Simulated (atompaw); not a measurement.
Scattering properties, PAW (atompaw) potential for Pd (Z = 46)

```
Element                 : palladium (Pd)
Generator               : atompaw 4.2.0.5
Type                    : PAW
Functional              : PBE
Relativity              : scalar-relativistic
Frozen core             : [Ar] 3d10
Valence charge          : 18
Reference configuration : 4s2 4p6 4d9 5s0 5p0 (charge +1)
Partial waves           : 4s (bound): rc 1.10 bohr; 5s (bound, empty): rc 1.75 bohr; 4p (bound): rc 1.65 bohr; 5p (bound, empty): rc 1.75 bohr; 4d (bound): rc 0.50 bohr; 4d channel at 0.95 Ry: rc 0.50 bohr
Local potential         : vpsmatchnc scheme with l = 3 at 1 Ry, radius 1.20 bohr
Core correction         : smooth core density matched at 1.70 bohr
Augmentation charge     : sinc compensation charge, radius 1.70 bohr; PAW radius 1.75 bohr; waves and projectors: custom polynom vanderbiltortho
```

The phase is arctan(r·u′/u) with u = r·R(r), unwrapped; energies in Ry, scanned from -9 to 5 Ry. A pole is an energy at which the radial function vanishes at the test radius. The pseudo phase is shifted by a multiple of π to meet the all-electron one at the reference energy, and phase errors are pseudo minus all-electron; the curves can meet again beyond the range given. Levels narrower than the energy grid can be missing from the lists of poles.

Q: For each channel, where are the poles, and over which energies does the pseudopotential scatter like the atom?

A:

```tsv
channel	radius (bohr)	reference energy (Ry)	poles, all-electron	poles, pseudo	unbroken range about the reference energy with phases within 0.05 rad	phase error 1 Ry above the reference energy (rad)
s	1.75	-0.81	-6.70	-6.70	the whole range	-0.001
p	1.75	-0.46	-3.89	-3.89, 4.41	below 2.2	-0.001
d	1.75	-1.07	0.57	0.57	the whole range	+0.000
```

Note: ghost state, extra bound levels that the all-electron valence spectrum of the same l lacks: s at -247.5 eV. A true bound ghost makes a file unfit for plane-wave use.

Phases in the d channel:

| E (Ry) | all-electron | pseudo |
| --- | --- | --- |
| -9.00 | 1.367 | 1.367 |
| -8.52 | 1.360 | 1.360 |
| -8.04 | 1.352 | 1.352 |
| -7.56 | 1.343 | 1.343 |
| -7.08 | 1.334 | 1.334 |
| -6.60 | 1.323 | 1.323 |
| -6.12 | 1.309 | 1.309 |
| -5.64 | 1.294 | 1.294 |
| -5.16 | 1.275 | 1.275 |
| -4.68 | 1.251 | 1.251 |
| -4.20 | 1.220 | 1.220 |
| -3.72 | 1.178 | 1.178 |
| -3.24 | 1.116 | 1.116 |
| -2.76 | 1.016 | 1.016 |
| -2.28 | 0.826 | 0.826 |
| -1.80 | 0.383 | 0.383 |
| -1.32 | -0.500 | -0.500 |
| -0.84 | -1.113 | -1.113 |
| -0.36 | -1.368 | -1.368 |
| 0.12 | -1.497 | -1.497 |
| 0.60 | -1.575 | -1.575 |
| 1.08 | -1.632 | -1.632 |
| 1.56 | -1.677 | -1.677 |
| 2.04 | -1.718 | -1.718 |
| 2.52 | -1.756 | -1.756 |
| 3.00 | -1.796 | -1.796 |
| 3.48 | -1.841 | -1.841 |
| 3.96 | -1.893 | -1.893 |
| 4.44 | -1.960 | -1.960 |
| 4.92 | -2.048 | -2.049 |
